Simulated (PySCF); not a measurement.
# Mn¹³⁺ (manganese, charge +13) across methods

[Ne] 3s2, closed-shell 1S. Computed with PySCF 2.14 in an uncontracted even-tempered set (18 s from 0.93 bohr⁻², ratio 2.5; 11 p from 1.2 bohr⁻², ratio 2.5; 5 d from 5 bohr⁻², ratio 2.7; 4 f from 7.5 bohr⁻², ratio 2.7), with scalar relativity by spin-free X2C-1e.

| method | E (hartree) | mean ε 2s (eV) | mean ε 2p (eV) | mean ε 3s (eV) | Σ⟨r²⟩ (bohr²) | ⟨S²⟩ |
| --- | --- | --- | --- | --- | --- | --- |
| TPSSh | -1084.964 | -1125.8 | -1012.1 | -391.14 | 1.806 | 0.000 |
| PBE | -1084.696 | -1116.8 | -1006.3 | -389.79 | 1.805 | 0.000 |
| revPBE | -1084.869 | -1117.0 | -1006.2 | -389.68 | 1.805 | 0.000 |
| r2SCAN | -1084.879 | -1125.3 | -1011.7 | -390.13 | 1.809 | 0.000 |
| UHF | -1084.40723 | -1178.2 | -1053.0 | -400.85 | 1.811 | 0.000 |
| PBE0 | -1084.742 | -1132.5 | -1018.3 | -392.87 | 1.806 | 0.000 |
| LDA | -1082.427 | -1114.6 | -1005.6 | -389.77 | 1.806 | 0.000 |
